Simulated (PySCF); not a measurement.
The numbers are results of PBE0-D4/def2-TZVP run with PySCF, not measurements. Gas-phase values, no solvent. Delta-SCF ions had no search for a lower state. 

Reference species (SMILES): `[H]/B=C/C` (neutral, multiplicity 1).

```yaml
LUMO: -1.34 eV
HOMO–LUMO gap: 4.93 eV
vertical ionisation energy (Delta-SCF): 8.59 eV
```

Changed species: `C1BC1`.

**Question.** Predict the effect on the LUMO, HOMO–LUMO gap and vertical ionisation energy (Delta-SCF).

**Answer.** the LUMO rises by 0.07 eV, to -1.27 eV; the HOMO–LUMO gap rises by 1.19 eV, to 6.12 eV; the vertical ionisation energy (Delta-SCF) goes up by 1.26 eV, to 9.85 eV.
